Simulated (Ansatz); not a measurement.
A run on `[NH2][Al]([OH])[CH]=O` with other settings.

```yaml
crystal:
  periodic: [false, false, false]
  atoms:
    - {symbol: N, position_ang: [0.528652, 1.075925, 1.050019]}
    - {symbol: Al, position_ang: [-0.110547, -0.321169, 0.195173]}
    - {symbol: O, position_ang: [-0.666942, -1.753918, 0.902628]}
    - {symbol: C, position_ang: [-0.161870, -0.145447, -1.806197]}
    - {symbol: O, position_ang: [0.244497, 0.894521, -2.279217]}
    - {symbol: H, position_ang: [0.841347, 1.895695, 0.553657]}
    - {symbol: H, position_ang: [0.641530, 1.197682, 2.041840]}
    - {symbol: H, position_ang: [-0.693307, -1.958965, 1.834482]}
    - {symbol: H, position_ang: [-0.534859, -0.930722, -2.509486]}
basis:
  gaussian: {orbitals: def2-SVP, nuclear_model: gaussian}
hamiltonian: {xc: {name: LC-wPBE}}
```

```sh
$ ansatz run in.yaml --threads 2 --pin off --events-out ev --progress --plain --max-ram 4352MiB
```

Shortened log:

```
Functional definition: LC-wPBE
1041 factors; their error is unknown
321 factors; integrals over basis functions are off by at most 1.6e-5 eV
mean field evaluation 1: about -13261.7649 eV, gradient 7.1e1 eV
mean field evaluation 2: about -13260.4436 eV, gradient 7.9e1 eV
mean field evaluation 4: about -13271.2356 eV, gradient 3.8e0 eV
mean field evaluation 8: about -13271.2630 eV, gradient 9.3e-2 eV
mean field evaluation 16: about -13271.2122 eV, gradient 2.9e-5 eV
mean field -13271.21224725 eV, -487.7080545357 hartree, gradient 2.9e-5 eV, S^2 0.000000; 0 other end points of the search recorded, 0 dependent functions left out
reference -13271.21224726 eV, -487.7080545359 hartree; 23, 23 occupied and 71, 71 virtual orbitals, 1041 factors
Total energy: -13271.21224726 eV, -487.7080545359 hartree
```

Run time 1.6 s (2 threads of an Intel Xeon Platinum 8259CL on a shared host); peak host memory 0.43 GiB.
